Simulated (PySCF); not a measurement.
# C²⁺: ionisation energy

C²⁺ [He] 2s2 (1S) → C³⁺ [He] 2s1 (2S), as a difference of total energies. All numbers are calculated (PySCF 2.14, the non-relativistic Hamiltonian (point nucleus), in dyall-av2z). Correlated levels: valence: 1s2 frozen; virtual orbitals above 40 to 60 times the deepest correlated orbital energy dropped. The calculations carry no spin-orbit coupling.

| method | ionisation energy (eV) | error (eV) |
| --- | --- | --- |
| UHF | 45.779 | -2.109 |
| MP2 (valence) | 46.947 | -0.941 |
| SCS-MP2 (valence) | 47.180 | -0.708 |
| CCSD (valence) | 47.800 | -0.088 |

Reference: 47.888 eV (measured; NIST Atomic Spectra Database, ionization energies).

Errors of the correlated levels include the incompleteness of this basis and the frozen core.

With two correlated electrons CCSD is exact in that space.

The coupled-cluster amplitudes are large for C²⁺ (T1 above 0.03 or a double amplitude above 0.15), so a single reference is strained.
